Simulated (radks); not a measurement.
Effect of the nuclear size on neutral lutetium, [Xe] 4f14 5d1 6s2. All-electron calculation, Dirac Kohn-Sham, exchange-only LDA, spin-unpolarised, spherical densities, finite nucleus; open shells fill j = l - 1/2 first; Fermi nuclear charge, rms radius 5.37 fm. Program: a radial shooting solver on a logarithmic mesh with Libxc functionals. The rms radius is varied about that value; shifts are against it.

| rms radius (fm) | total energy shift (eV) | density at nucleus (e/bohr^3) | 1s1/2 shift (meV) | 2s1/2 shift (meV) | 5p1/2 shift (meV) | 6s1/2 shift (meV) | 5d3/2 shift (meV) | 6p1/2 (empty) shift (meV) |
|---|---|---|---|---|---|---|---|---|
| 4.4732 | -13.7 | 1.173e+06 | -5580 | -765 | 0.467 | -0.339 | 0.330 | 0.122 |
| 5.0156 | -5.61 | 1.131e+06 | -2290 | -314 | 0.191 | -0.139 | 0.135 | 0.050 |
| 5.37 | 0 | 1.107e+06 | 0.000 | 0.000 | 0.000 | 0.000 | 0.000 | 0.000 |
| 5.762 | 6.51 | 1.082e+06 | 2650 | 364 | -0.222 | 0.161 | -0.157 | -0.058 |
| 6.6427 | 22.3 | 1.034e+06 | 9080 | 1240 | -0.757 | 0.551 | -0.537 | -0.199 |

Slopes of the eigenvalues against <r^2> in GHz/fm^2, as finite differences over the two radii next to the reference (eigenvalue slopes, not the field-shift constants of lines): 1s1/2 149000, 2s1/2 20400, 5p1/2 -12.4, 6s1/2 9.02, 5d3/2 -8.79, 6p1/2 (empty) -3.26.
